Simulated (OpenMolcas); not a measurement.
An atom or ion with 5 electrons was computed by SS-CASPT2, IPEA 0.25 Eh, imaginary shift 0.1 Eh with spin-orbit coupling (OpenMolcas, ANO-RCC-VTZP, DKH2). The lowest levels that the run gave, each within 12 % of the measured value where one is at hand:

| J | Parity | E (eV) | g |
| --- | --- | --- | --- |
| 1/2 | odd | 0.0000 | 0.666 |
| 3/2 | odd | 0.1538 | 1.334 |
| 1/2 | even | 12.324 | 2.670 |
| 3/2 | even | 12.380 | 1.735 |
| 5/2 | even | 12.470 | 1.601 |
| 3/2 | even | 22.273 | 0.800 |
| 5/2 | even | 22.274 | 1.200 |
| 1/2 | even | 28.737 | 2.001 |
| 1/2 | even | 31.131 | 0.668 |
| 3/2 | even | 31.236 | 1.334 |

Task: Which ion is it, and what are the configurations and terms?

Result: Ne5+ (Z = 10, charge +5; active space 3 electrons in 4 orbitals (2s 2p)). J, parity and g give the terms where levels are pure, and mixed ones are named by the computed weights; the size of the splittings, set against known spectra of the 5-electron sequence, gives the charge. In order, with the measured energies in eV (NIST levels in Podobedova, Fuhr, Reader and Wiese, J. Phys. Chem. Ref. Data 33, 525 (2004)): 2s² 2p ²P°_1/2, 2s² 2p ²P°_3/2 (0.1624), 2s 2p² ⁴P_1/2, 2s 2p² ⁴P_3/2, 2s 2p² ⁴P_5/2, 2s 2p² ²D_3/2 (22.1958), 2s 2p² ²D_5/2 (22.1922), 2s 2p² ²S_1/2 (28.6221), 2s 2p² ²P_1/2 (30.9083), 2s 2p² ²P_3/2 (31.0099).

Computed and measured levels are paired by configuration, term and J; levels that our copy of the source lacks, or whose pairing is in doubt (as where it misses far off the trend of its configuration), stay unpaired and out of the deviations. Only configurations of the active space appear.

° marks odd parity.
